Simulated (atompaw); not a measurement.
Cutoff test, nickel, PAW (atompaw)

- Element: nickel
- Generator: atompaw 4.2.0.5
- Type: PAW
- Functional: PBE
- Relativity: scalar-relativistic
- Frozen core: [Ne]
- Valence charge: 18
- Reference configuration: 3s2 3p6 3d9 4s1 4p0
- Partial waves: 3s (bound): rc 0.90 bohr; 4s (bound): rc 1.15 bohr; 3p (bound): rc 1.20 bohr; 4p (bound, empty): rc 1.60 bohr; 3d (bound): rc 1.60 bohr; 3d channel at 0.6 Ry: rc 1.60 bohr
- Local potential: bessel scheme, radius 1.30 bohr
- Core correction: smooth core density matched at 1.25 bohr
- Augmentation charge: besselshape compensation charge, radius 1.50 bohr; PAW radius 1.60 bohr; waves and projectors: custom polynom vanderbiltortho

The pseudo-atom Hamiltonian at the reference potential is diagonalised in spherical Bessel functions j_l(qr) that vanish at 20 bohr, with q² up to the cutoff. All-electron valence levels (Ry): 3s -7.7915, 4s -0.3302, 3p -4.8855, 4p -0.0553, 3d -0.3414.

**Question.** How do the lowest levels (Ry) of each channel move with the cutoff, and are there ghosts?

**Answer.**

| cutoff (Ry) | s #1 | s #2 | s #3 | p #1 | p #2 | d #1 | d #2 | f #1 | f #2 | Σ f·Δε (mRy) |
| --- | --- | --- | --- | --- | --- | --- | --- | --- | --- | --- |
| 8 | -6.1281 | -0.2188 | 0.0197 | -0.0790 | 0.0479 | 0.0610 | 0.1483 | 0.1110 | 0.2377 | 35898.9 |
| 15 | -7.3069 | -0.2901 | 0.0115 | -0.2540 | 0.0153 | 0.0602 | 0.1427 | 0.1110 | 0.2377 | 32412.9 |
| 25 | -7.7376 | -0.3246 | 0.0081 | -4.2171 | -0.0550 | -0.2514 | 0.0628 | 0.1110 | 0.2377 | 4934.2 |
| 40 | -7.7839 | -0.3301 | 0.0076 | -4.8530 | -0.0552 | -0.3395 | 0.0625 | 0.1110 | 0.2377 | 228.0 |
| 60 | -7.7880 | -0.3302 | 0.0076 | -4.8826 | -0.0552 | -0.3409 | 0.0625 | 0.1110 | 0.2377 | 28.8 |
| 90 | -7.7913 | -0.3302 | 0.0076 | -4.8850 | -0.0552 | -0.3413 | 0.0625 | 0.1110 | 0.2377 | 4.4 |
| 120 | -7.7914 | -0.3302 | 0.0076 | -4.8853 | -0.0552 | -0.3414 | 0.0625 | 0.1110 | 0.2377 | 1.3 |
| 180 | -7.7915 | -0.3302 | 0.0076 | -4.8855 | -0.0552 | -0.3414 | 0.0625 | 0.1110 | 0.2377 | 0.1 |
| 400 | -7.7915 | -0.3302 | 0.0076 | -4.8855 | -0.0552 | -0.3414 | 0.0625 | 0.1110 | 0.2377 | 0.0 |

Result: no extra level below or beside the all-electron valence levels (s, p, d, f tested); 10 mRy is reached at 80 Ry and 1 mRy at 140 Ry.
